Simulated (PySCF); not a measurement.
# C₃HO, SMILES `C#C[C]=O` (charge 0, multiplicity 2)

All values below come from PySCF 2.14.0 with PBE-D3(BJ)/def2-TZVP.

```
Property                                               Value
-----------------------------  -----------------------------
highest occupied spin orbital                       -4.65 eV
dipole moment                                         1.47 D
total energy                                    -189.8698 Ha
cost                           very roughly 2.3 core-minutes
```

```xyz
5

C      1.3156     0.0184     0.1372
C      0.0694     0.0068    -0.1235
C     -1.2310    -0.0847    -0.0508
O     -2.4068    -0.1342    -0.1301
H      2.2528     0.1937    -0.3844
```
Charge 0, spin multiplicity 2.
